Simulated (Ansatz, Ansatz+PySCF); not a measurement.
```xyz
3

S     0.0000    0.0000   -0.3713
O     0.0000    1.2504    0.3713
O     0.0000   -1.2504    0.3713
```

Basis set: def2-SVP (spherical functions). Frozen core: 7 orbitals. Charge 0, multiplicity 1.

Computed with Ansatz (development build ahead of 0.2.0); each method stands on the lowest determinant of its kind that the runs found. Restricted open shells among the atoms or ions are ROHF, correlated in semicanonical orbitals with singles. Restricted functionals stand beside restricted open-shell atoms, which can lie above the unrestricted atoms usual in DFT and then raise those values.

The atomization energy at this shape (free ground-state atoms in the same class of orbitals less the molecule, no zero-point energy) of singlet SO2:

| method | atomization energy |
| --- | --- |
| ωB97X (restricted) | 9.94 eV |
| ωB97X (unrestricted) | 9.74 eV |
| r²SCAN (restricted) | 10.44 eV |
| r²SCAN (unrestricted) | 10.21 eV |
| PBE0 (restricted) | 9.96 eV |
| PBE (restricted) | 11.31 eV |
| PBE (unrestricted) | 11.18 eV |
| RHF-CCSD(T) | 8.75 eV |
| RHF-CCSD | 8.25 eV |
| UHF-CCSD(T) | 8.70 eV |
| UHF-CCSD | 8.21 eV |
| RHF-MP2 | 9.67 eV |
| UHF-MP2 | 8.98 eV |
| UHF | 3.22 eV |
| RHF | 3.53 eV |

Question: What does PBE0 (unrestricted) give?

Answer: 9.80 eV. Caution for UHF-CCSD(T), UHF-CCSD, UHF-MP2, UHF: the determinant breaks the point group; the unrestricted determinant is spin contaminated. Caution for UHF-MP2: another reference gives a lower total.
